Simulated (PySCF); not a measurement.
Species: C₆H₉O (doublet state).
Cartesian coordinates in Å at the GFN2-xTB level; atoms count from 1:
```
atom  x, y, z in Å
C1     2.7859   -0.5430   -0.9773
C2     1.7114    0.0915   -0.6785
C3     0.6453    0.7681   -0.0980
O4     0.5798    1.9935   -0.0133
C5    -0.4780   -0.1563    0.3929
C6    -1.2402    0.5121    1.5298
C7    -1.3917   -0.4351   -0.8033
H8     3.0245   -0.8315   -1.9930
H9     3.5320   -0.8288   -0.2432
H10   -0.0406   -1.1001    0.7361
H11   -1.5915    1.4899    1.2100
H12   -0.5929    0.6496    2.3933
H13   -2.0945   -0.0938    1.8228
H14   -0.8345   -0.8990   -1.6151
H15   -2.1984   -1.1033   -0.5093
H16   -1.8240    0.4952   -1.1652
```

The hyperfine couplings belong to this conformer and change with its torsions.

Identity: `C=[C]C(=O)C(C)C` [radical].

Theory: PySCF, UKS B3LYP, pcH-1 on C H O, non-relativistic, mean-field spin-orbit, GIAO. Geometry: GFN2-xTB, one conformer, isolated molecule. Couplings are sensitive to structure, and on GFN2-xTB geometries they can be far from those on DFT ones. Stability of the SCF solution: not tested.

Principal values of hyperfine tensors in MHz (contact and dipolar terms together), for some of the nuclei:

```json
{"atom": "H9", "isotope": "1H", "A1": "152.54", "A2": "154.37", "A3": "163.38"}
{"atom": "H8", "isotope": "1H", "A1": "142.26", "A2": "143.92", "A3": "154.44"}
{"atom": "C2", "isotope": "13C", "A1": "1.72", "A2": "16.95", "A3": "186.54"}
{"atom": "C1", "isotope": "13C", "A1": "-60.74", "A2": "-44.03", "A3": "-39.01"}
{"atom": "C3", "isotope": "13C", "A1": "-49.68", "A2": "-33.61", "A3": "-26.80"}
{"atom": "O4", "isotope": "17O", "A1": "-124.47", "A2": "27.99", "A3": "29.19"}
{"atom": "H15", "isotope": "1H", "A1": "3.15", "A2": "3.55", "A3": "6.56"}
{"atom": "H14", "isotope": "1H", "A1": "0.73", "A2": "2.66", "A3": "8.59"}
```

Problem. Split each tensor into its isotropic and traceless parts, and turn a_iso into mT with g = 2.0047.

Solution. a_iso is a third of the trace, T = A − a_iso, and a(mT) = a(MHz)/(g × 13.996).

```csv
atom,a_iso (MHz),a_iso (mT),T1,T2,T3
H9,156.76,5.587,-4.23,-2.39,6.62
H8,146.88,5.235,-4.61,-2.95,7.56
C2,68.41,2.438,-66.68,-51.45,118.14
C1,-47.93,-1.708,-12.81,3.90,8.91
C3,-36.70,-1.308,-12.99,3.09,9.90
O4,-22.43,-0.799,-102.04,50.42,51.62
H15,4.42,0.158,-1.27,-0.87,2.14
H14,4.00,0.142,-3.27,-1.33,4.60
```

Problem. What spin density at the nucleus of C3 lies behind its contact coupling (g_N = 1.40482)?

Solution. a_FC = 800.24 MHz bohr³ × g_N × ρ(0)/(2S). With a_FC = -36.70 MHz and 2S = 1, ρ(0) = -0.03265 bohr⁻³.

Problem. C7 (13C, g_N = 1.40482) isn't in the table. Its spin density at the nucleus is 0.005558 bohr⁻³. What is its contact coupling?

Solution. By the same relation, a_FC = 6.25 MHz. Its full tensor has the principal values 4.88, 5.19, 8.67 MHz.

Problem. Name the largest traceless tensor T of the table and describe it.

Solution. C2: -66.7, -51.5, 118.1 MHz, rhombic: the two smaller values differ by 13 % of the largest.

Problem. What first-order splitting does H8 cause when the field lies along A1, A2 or A3 of its tensor (g taken as isotropic, no quadrupole term)?

Solution. 2 lines (I = 1/2), spaced by |A_i|/(g × 13.996): 5.07, 5.13, 5.50 mT along the axes of A1, A2 and A3.
